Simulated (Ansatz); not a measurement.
Q: Name a neutral molecule of C, N, O, Si and H with HOMO energy (PBE0/def2-TZVPP) between -9.05 and -8.75 eV and HOMO energy (B3LYP/def2-TZVPP) between -8.85 and -8.55 eV (Ansatz, PBE0-D4/def2-TZVP geometry).

A: `CO[SiH](C#N)OC` (-8.91 eV, -8.66 eV); `CO[SiH2]C#N` (-9.00 eV, -8.77 eV); `O=C=N[SiH2]N=C=O` (-8.77 eV, -8.56 eV); `O=C=N[SiH](N=C=O)N=C=O` (-8.98 eV, -8.72 eV). Other molecules can fit too; these were computed, each in one conformer that needn't be the lowest.

B3LYP here is the variant with VWN-RPA as its local correlation; programs differ in this.
